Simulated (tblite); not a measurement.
Species: C6H9O2 (doublet state).
Z-matrix (Å and degrees, GFN2-xTB geometry), rows numbered from 1:
```
C 
O   1  1.4092
C   2  1.3914  1  114.79
C   3  1.5487  2  114.88  1    62.41
O   4  1.2293  3  121.71  2    -1.23
C   4  1.3953  3  112.94  2  -179.85
C   6  1.4592  4  144.54  3   -18.33
C   6  1.4587  4  144.91  3  -146.76
H   1  1.0947  2  111.07  3   -65.99
H   1  1.0880  2  106.15  3   174.86
H   1  1.0972  2  110.92  3    55.59
H   3  1.0931  2  106.06  1  -176.38
H   3  1.1039  2  111.47  1   -58.37
H   7  1.0819  6  118.75  8  -107.66
H   7  1.0833  6  119.05  8   108.13
H   8  1.0825  6  118.99  7  -108.37
H   8  1.0823  6  118.47  7   107.96
```

Computed values, GFN2-xTB/tblite, gas phase, harmonic and unscaled. This tight-binding method is rough: wavenumbers can miss measured ones by several per cent, in bad cases by 10 to 20. One conformer, not necessarily the lowest. Open shells enter through the occupations alone, without spin polarisation, and single modes of such species can be off by tens of per cent.

Harmonic wavenumbers (cm⁻¹): 42.8, 90.6, 137.5, 150.4, 170.4, 216.6, 271.5, 350.4, 466.8, 497.3, 544.5, 735.0, 783.9, 828.5, 898.0, 929.8, 968.5, 985.9, 1035.6, 1053.6, 1075.4, 1098.6, 1112.0, 1116.0, 1138.5, 1147.3, 1243.7, 1280.1, 1395.4, 1408.6, 1413.1, 1422.9, 1457.4, 1472.2, 1552.5, 1617.8, 2818.2, 2906.7, 2941.2, 2965.3, 3031.8, 3032.7, 3045.4, 3051.7, 3057.7.

A = 5211, B = 1126, C = 985.1 MHz; mass 113.060 u (most abundant isotopes); point group C1, symmetry number 1; spin multiplicity 2.

Question: What is the zero-point energy?

Answer: ½Σν̃ = 29480 cm⁻¹ = 84.29 kcal/mol.

Question: Give the ideal-gas entropy at 273.15 K and 1 bar in the rigid-rotor, harmonic-oscillator model (classical rotation).

Answer: Translation 39.67, rotation 28.15, vibration 23.10, spin (R ln 2) 1.38: S = 92.3 cal/(mol K).

Question: And Cp and H(273.15 K) − H(0)?

Answer: Cp = 31.34 cal/(mol K), of which vibrations give 23.39 (their classical limit is 45 R = 89.4); H(273.15 K) − H(0) = 5.48 kcal/mol without the zero-point energy, 3.31 from vibrations.

Question: How do the functions run with temperature in this model?

Answer: 
```tsv
T (K)	S (cal/(mol K))	Cp (cal/(mol K))	H − H(0) (kcal/mol)	G − H(0) (kcal/mol)	ln q(vib)
150	76.8	21.6	2.24	-9.28	2.70
250	89.6	29.3	4.78	-17.62	5.00
298.15	95.1	33.5	6.29	-22.07	6.08
400	106.3	42.5	10.17	-32.33	8.33
600	126.3	56.7	20.17	-55.63	12.69
900	152.1	70.2	39.38	-97.53	18.94
```

q(vib) and H(0) count from the zero-point level.

Question: Blend soft modes into free rotors: weight 1/[1 + (100 cm⁻¹/ν̃)⁴] for the oscillator and the rest for a rotor with moment μB/(μ + B), μ = h/(8π²ν), B = 10⁻⁴⁴ kg m². What vibrational entropy results?

Answer: 21.39 cal/(mol K) in place of 23.10, which changes −T·S at 273.15 K by +0.47 kcal/mol.

Question: What must be added to the electronic energy to get the Gibbs energy at 273.15 K and 1 bar?

Answer: ZPE + [H(273.15 K) − H(0)] − T·S = 84.29 + 5.48 − 25.21 = 64.56 kcal/mol.

Hindered rotation and anharmonicity are outside this model. Other conformers, if any are populated, would add a mixing term that is left out. The structure is chiral; the term R ln 2 for an equal mix with its mirror image is left out.

Hardware: an Arm Neoverse V1 with one thread, shared host with 32 logical CPUs at a one-minute load of 14. Cost: 0.52 s. This covers the Hessian and the dipole derivatives.
